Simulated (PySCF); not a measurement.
## Calculated data, AlGeH₉Si₂

All values are calculated (PySCF 2.14.0). Calculation on a computer-drawn molecule: optimised geometry and harmonic frequencies of an isolated molecule of the commonest isotopes, restricted reference for singlets and unrestricted otherwise, frozen core in MP2; on germanium a core potential holds 10 electrons, which the energies leave out, and 3d is frozen in MP2 and coupled-cluster steps.

```json
{"formula": "AlGeH9Si2", "start_structure": {"atoms_angstrom": [["Al", 0.9553, -2.7856, -0.9858], ["Ge", 0.6277, -0.4438, -0.5487], ["Si", 2.3404, 1.0971, 0.1098], ["Si", -1.4291, 0.7014, -0.5287], ["H", 0.9066, -4.0842, -0.0719], ["H", 1.2135, -3.1903, -2.46], ["H", 0.8762, -0.3525, -2.1342], ["H", 3.7554, 0.533, -0.1728], ["H", 2.3336, 1.2935, 1.5098], ["H", 2.2275, 2.344, -0.5324], ["H", -2.4801, -0.1612, -1.1796], ["H", -1.4364, 1.9862, -1.105], ["H", -1.9074, 0.9128, 0.8735]]}, "given": {"charge": 0, "multiplicity": 1, "method": "HF", "basis": "cc-pV(D+d)Z", "basis_and_core_potential_on_germanium": "cc-pVDZ-PP ECP10MDF", "drawn_bonds_atom": [1, 2, 2, 1, 1, 2, 3, 3, 3, 4, 4, 4], "drawn_bonds_other_atom": [2, 3, 4, 5, 6, 7, 8, 9, 10, 11, 12, 13], "drawn_bonds_order": [1, 1, 1, 1, 1, 1, 1, 1, 1, 1, 1, 1]}, "results": {"optimised_atom_element": ["Al", "Ge", "Si", "Si", "H", "H", "H", "H", "H", "H", "H", "H", "H"], "optimised_atom_x [angstrom]": [0.9315, 0.724, 2.386, -1.45, 0.7445, 1.247, 0.9197, 3.751, 2.209, 2.268, -2.517, -1.559, -1.672], "optimised_atom_y [angstrom]": [-2.7, -0.2235, 0.9859, 0.5938, -3.33, -3.647, 0.1647, 0.5552, 0.7165, 2.445, -0.08792, 2.054, 0.3223], "optimised_atom_z [angstrom]": [-0.9207, -1.215, 0.04966, -0.5578, 0.5181, -2.146, -2.694, -0.3407, 1.497, -0.1797, -1.331, -0.7885, 0.8831], "modes_frequency [cm^-1]": [39.41, 76.72, 82.22, 86.97, 91.25, 92.88, 304.9, 350.5, 363.8, 409.2, 466.1, 525.4, 557.6, 602.9, 603.8, 704.9, 735.9, 836.8, 958.0, 992.6, 1023, 1026, 1028, 1029, 1981, 1986, 2160, 2294, 2296, 2298, 2302, 2303, 2307], "modes_reduced_mass [dalton]": [1.04, 1.943, 1.491, 2.085, 2.091, 2.301, 8.969, 7.94, 9.895, 1.115, 1.054, 1.101, 1.16, 1.17, 1.173, 1.075, 1.076, 1.063, 1.098, 1.098, 1.038, 1.036, 1.037, 1.035, 1.03, 1.054, 1.02, 1.043, 1.044, 1.035, 1.042, 1.04, 1.037], "rotational_constants [GHz]": [1.764, 1.639, 0.9716], "total_energy [hartree]": -1118.4065, "convergence_status_largest_gradient_component [hartree/bohr]": 2.718e-05}}
```
